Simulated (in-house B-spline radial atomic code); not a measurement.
The outermost shell (largest non-relativistic mean radius) with and without relativity; Dirac values are averaged over j. Computed with a B-spline radial code for spherical atoms: non-relativistic Hartree-Fock and Dirac-Hartree-Fock, averages of the configuration (point nuclei without relativity, finite nuclei with it).

```tsv
ion	configuration	outermost shell	radius non-relativistic (bohr)	radius Dirac (bohr)	radius change (%)	level non-relativistic (eV)	level Dirac (eV)	spin-orbit splitting (eV)
Sb	[Kr] 4d10 5s2 5p3	5p	2.9519	2.9278	-0.81579	-8.143	-8.1059	0.64319
Te	[Kr] 4d10 5s2 5p4	?	?	?	?	?	?	?
I	[Kr] 4d10 5s2 5p5	5p	2.5018	2.4782	-0.942	-10.971	-10.959	1.139
Xe	[Kr] 4d10 5s2 5p6	5p	2.338	2.3148	-0.99172	-12.444	-12.446	1.4359
Cs	[Xe] 6s1	?	?	?	?	?	?	?
Ba	[Xe] 6s2	6s	5.2568	5.0834	-3.299	-4.287	-4.4402	-
La	[Xe] 5d1 6s2	6s	4.9312	4.7217	-4.2492	-4.637	-4.8883	-
Ce	[Xe] 4f1 5d1 6s2	6s	4.8685	4.6487	-4.5162	-4.697	-4.9678	-
```

(1) Fill in the row of Te.

(2) Fill in the row of Cs.

(3) Which member changes most?

Answers

(1) outermost shell: 5p; radius non-relativistic (bohr): 2.7011; radius Dirac (bohr): 2.6771; radius change (%): -0.88625; level non-relativistic (eV): -9.540; level Dirac (eV): -9.5151; spin-orbit splitting (eV): 0.87551.

(2) outermost shell: 6s; radius non-relativistic (bohr): 6.3059; radius Dirac (bohr): 6.0845; radius change (%): -3.5104; level non-relativistic (eV): -3.365; level Dirac (eV): -3.4896.

(3) Cerium (Ce): its 6s shell contracts by 4.5 %.
